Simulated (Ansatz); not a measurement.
Gas-phase electronic energies from Ansatz, PBE0-D4/def2-TZVP geometries. CBS: MP2 limit from def2 TZ/QZ plus the TZ coupled-cluster correction, frozen cores. This one scheme is used for every species. Functionals use def2-TZVPP. B3LYP here is the variant with VWN-RPA as its local correlation; programs differ in this. One conformer a species, not always the lowest.

Reaction (ligand exchange at the Si–C bond): `F[SiH2]C[SiH2]F` + `OCO` → `OCO[SiH2]F` + `C[SiH2]F`

`F[SiH2]C[SiH2]F`:

Z-matrix (Å, degrees):
```
Si
C 1 1.856
F 1 1.602 2 109.0
H 1 1.483 2 111.2 3 -118.3
H 1 1.483 2 111.2 3 118.3
Si 2 1.856 1 116.7 3 179.8
H 2 1.097 1 108.1 3 57.8
H 2 1.096 1 108.1 3 -58.2
F 6 1.602 2 109.0 1 179.9
H 6 1.483 2 111.2 1 61.5
H 6 1.483 2 111.2 1 -61.8
```

`OCO`:

Cartesian coordinates in Å:
```
O -1.030 -0.639 -0.127
C 0.312 -0.263 -0.044
O 0.480 1.101 0.205
H -1.443 -0.452 0.722
H 0.755 -0.563 -0.999
H 0.831 -0.771 0.775
H 0.094 1.586 -0.531
```

`OCO[SiH2]F`:

Z-matrix (Å, degrees):
```
C
O 1 1.406
O 1 1.390 2 112.8
H 1 1.095 2 106.2 3 123.1
H 1 1.093 2 110.0 3 -118.1
Si 2 1.633 1 125.6 3 48.3
H 3 0.962 1 108.9 2 69.7
F 6 1.596 2 110.1 1 54.9
H 6 1.478 2 112.9 1 -64.5
H 6 1.476 2 105.5 1 172.1
```

`C[SiH2]F`:

Cartesian coordinates in Å:
```
C -0.729 0.646 0.142
Si 0.653 -0.568 -0.085
F 0.733 -0.999 -1.628
H -1.687 0.209 -0.148
H -0.797 0.945 1.192
H -0.565 1.545 -0.456
H 1.965 0.026 0.276
H 0.427 -1.804 0.707
```

Question: Is it downhill or uphill in electronic energy at CCSD(T)/CBS, and by how much? (Estimate.)

Answer: The calculation gave: Downhill: ΔE = -96.3 kJ/mol.

Question: What do these levels give: B3LYP-D4, ωB97M-V, B3LYP, MP2/def2-TZVPP, MP2/CBS(def2), CCSD/CBS(def2)? (Estimate.)

Answer: Computed: B3LYP-D4 -100.7, ωB97M-V -96.6, B3LYP -101.6, MP2/def2-TZVPP -98.5, MP2/CBS(def2) -97.4, CCSD/CBS(def2) -98.0 kJ/mol.

Largest T1 diagnostic among the species: 0.012.

In def2-TZVPP, CCSD(T) changes the Hartree–Fock value by +15.2 kJ/mol (the triples alone add +1.7 kJ/mol) and MP2 by +14.1 kJ/mol.
